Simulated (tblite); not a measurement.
Species: H6O2SeSi2.
Atom-mapped SMILES: `[OH:1][SiH:2]([OH:3])[Se:4][SiH3:5]` (hydrogens: H6 on O1; H7 on Si2; H8 on O3; H9, H10, H11 on Si5)

Computed with GFN2-xTB (tblite), gas phase: L-BFGS steps from a force-field or distance-geometry start until the largest atomic force falls under 0.01 eV/Å.

Step 51: E = -489.2942 eV
```
atom  x, y, z in Å  |  force x, y, z in eV/Å
O1      1.0205   -0.1851    1.3600    0.031   0.007   0.016
Si2     1.1914    0.4477   -0.1180    0.012   0.010   0.004
O3      2.6015   -0.0846   -0.7096    0.026   0.000  -0.117
Se4    -0.4976   -0.2800   -1.4689   -0.001  -0.021   0.047
Si5    -2.2460   -0.2996   -0.0065   -0.044   0.002   0.023
H6      1.8072   -0.4401    1.8378   -0.064  -0.008  -0.043
H7      1.1570    1.9001   -0.0356    0.008  -0.010  -0.013
H8      2.7407   -0.1369   -1.6535   -0.017   0.022   0.112
H9     -1.7447   -0.6314    1.3178    0.007  -0.012  -0.005
H10    -3.1564   -1.3088   -0.5312    0.014  -0.014  -0.014
H11    -2.8682    1.0212   -0.0183    0.027   0.023  -0.009
```

Step 52: E = -489.2950 eV
```
atom  x, y, z in Å  |  force x, y, z in eV/Å
O1      1.0246   -0.1757    1.3631    0.030   0.000   0.018
Si2     1.1915    0.4489   -0.1186    0.014   0.016  -0.008
O3      2.5999   -0.0897   -0.7084    0.022   0.010  -0.025
Se4    -0.5008   -0.2806   -1.4650    0.006  -0.024   0.035
Si5    -2.2504   -0.2987   -0.0046   -0.034  -0.002   0.020
H6      1.8110   -0.4484    1.8314   -0.064  -0.006  -0.042
H7      1.1542    1.9017   -0.0412    0.015  -0.015  -0.014
H8      2.7512   -0.1331   -1.6491   -0.023   0.020   0.033
H9     -1.7476   -0.6363    1.3178    0.000  -0.002  -0.003
H10    -3.1582   -1.3089   -0.5320    0.007  -0.011  -0.013
H11    -2.8699    1.0235   -0.0192    0.027   0.014  -0.001
```

Step 53: E = -489.2955 eV
```
atom  x, y, z in Å  |  force x, y, z in eV/Å
O1      1.0280   -0.1675    1.3657    0.024   0.002   0.015
Si2     1.1911    0.4508   -0.1189    0.014   0.012  -0.014
O3      2.5990   -0.0930   -0.7050    0.020   0.012   0.038
Se4    -0.5034   -0.2828   -1.4605    0.006  -0.024   0.023
Si5    -2.2557   -0.2986   -0.0029   -0.015  -0.003   0.013
H6      1.8150   -0.4577    1.8222   -0.059  -0.007  -0.032
H7      1.1541    1.9038   -0.0493    0.016  -0.011  -0.010
H8      2.7606   -0.1291   -1.6429   -0.023   0.018  -0.029
H9     -1.7497   -0.6390    1.3175   -0.007   0.000   0.003
H10    -3.1609   -1.3090   -0.5339    0.002  -0.010  -0.009
H11    -2.8726    1.0248   -0.0180    0.024   0.011   0.002
```

Step 54: E = -489.2959 eV
```
atom  x, y, z in Å  |  force x, y, z in eV/Å
O1      1.0306   -0.1609    1.3673    0.004   0.011   0.004
Si2     1.1912    0.4529   -0.1193    0.012   0.003  -0.016
O3      2.5996   -0.0941   -0.7010    0.018   0.010   0.064
Se4    -0.5048   -0.2856   -1.4566    0.003  -0.023   0.015
Si5    -2.2601   -0.2990   -0.0015    0.001  -0.003   0.005
H6      1.8172   -0.4665    1.8133   -0.040  -0.014  -0.014
H7      1.1550    1.9056   -0.0570    0.013  -0.002  -0.004
H8      2.7675   -0.1259   -1.6372   -0.021   0.017  -0.061
H9     -1.7520   -0.6402    1.3176   -0.011  -0.002   0.010
H10    -3.1639   -1.3088   -0.5357   -0.001  -0.009  -0.006
H11    -2.8749    1.0252   -0.0160    0.021   0.012   0.001
```

Problem. Estimate the geometry and energy of step 55. (The exact step hangs on the optimiser's Hessian estimate; all steps are aligned on step 54, rigid shifts and turns removed.)

Solution. E = -489.2963 eV, largest force 0.073 eV/Å
```
atom  x, y, z in Å  |  force x, y, z in eV/Å
O1      1.0327   -0.1533    1.3687    0.002   0.015   0.001
Si2     1.1921    0.4553   -0.1201    0.009  -0.005  -0.015
O3      2.6020   -0.0938   -0.6965    0.012   0.007   0.065
Se4    -0.5057   -0.2891   -1.4528    0.002  -0.022   0.011
Si5    -2.2638   -0.2998    0.0000    0.009  -0.003  -0.001
H6      1.8179   -0.4772    1.8037   -0.035  -0.015  -0.003
H7      1.1563    1.9076   -0.0655    0.010   0.007   0.002
H8      2.7745   -0.1226   -1.6318   -0.019   0.016  -0.069
H9     -1.7558   -0.6412    1.3189   -0.013  -0.005   0.014
H10    -3.1677   -1.3082   -0.5371    0.002  -0.007  -0.003
H11    -2.8772    1.0250   -0.0135    0.022   0.012  -0.001
```

The energy changes by -0.0004 eV. The first-order estimate −F·Δx gives -0.0005 eV and the mean of the old and new forces, exact on a quadratic surface, -0.0004 eV. The step makes an angle of 79° with the force vector and moves no atom by more than 0.014 Å.

The cost below is that of the whole relaxation. Time: 1.5 s of wall time. Hardware: one thread, Arm Neoverse N1 (aarch64), no GPU (shared host).
